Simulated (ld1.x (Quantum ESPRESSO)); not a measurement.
u(r) = r·R(r): atom against pseudo-atom (Cr)

Columns: radius, all-electron u(r) and pseudo u(r) of the 4p shell (level -1.39 eV) of chromium in the configuration [Ar] 3d4 4s2 4p0; PBEsol, scalar-relativistic, ultrasoft scheme, ld1.x (Quantum ESPRESSO) 7.5.

| r (bohr) | all-electron | pseudo |
| --- | --- | --- |
| 0.175 | 0.1036 | 0.0046 |
| 0.350 | -0.0254 | 0.0180 |
| 0.525 | -0.1480 | 0.0397 |
| 0.700 | -0.1828 | 0.0686 |
| 0.875 | -0.1499 | 0.1033 |
| 1.050 | -0.0816 | 0.1423 |
| 1.225 | -0.0003 | 0.1838 |
| 1.400 | 0.0816 | 0.2262 |
| 1.575 | 0.1579 | 0.2680 |
| 1.750 | 0.2259 | 0.3078 |
| 1.925 | 0.2850 | 0.3445 |
| 2.100 | 0.3354 | 0.3774 |
| 2.275 | 0.3774 | 0.4062 |
| 2.450 | 0.4118 | 0.4304 |
| 2.625 | 0.4392 | 0.4503 |
| 2.800 | 0.4602 | 0.4661 |
| 2.975 | 0.4755 | 0.4781 |
| 3.150 | 0.4858 | 0.4865 |
| 3.325 | 0.4915 | 0.4916 |
| 3.500 | 0.4933 | 0.4933 |
| 3.675 | 0.4917 | 0.4917 |
| 3.850 | 0.4872 | 0.4872 |
| 4.025 | 0.4802 | 0.4802 |
| 4.200 | 0.4713 | 0.4713 |
| 4.375 | 0.4607 | 0.4607 |
| 4.550 | 0.4488 | 0.4488 |

Q: How many radial nodes do the two functions have?

A: The all-electron 4p function has n − l − 1 = 2; the pseudo-wave has 0, since the states of the same l below it are removed with the core.

Q: At about which radius was the pseudo-wave matched?

A: 3.50 bohr, where the columns begin to agree (steps of 0.17 bohr).

Q: Where does each function peak?

A: Outermost all-electron maximum near 3.50 bohr, pseudo maximum near 3.50 bohr (to the table’s step).

Q: Is the pseudo-wave norm-conserving?

A: No, it belongs to an ultrasoft set: the norm inside the radius is not constrained, and the difference is carried by the augmentation charge.
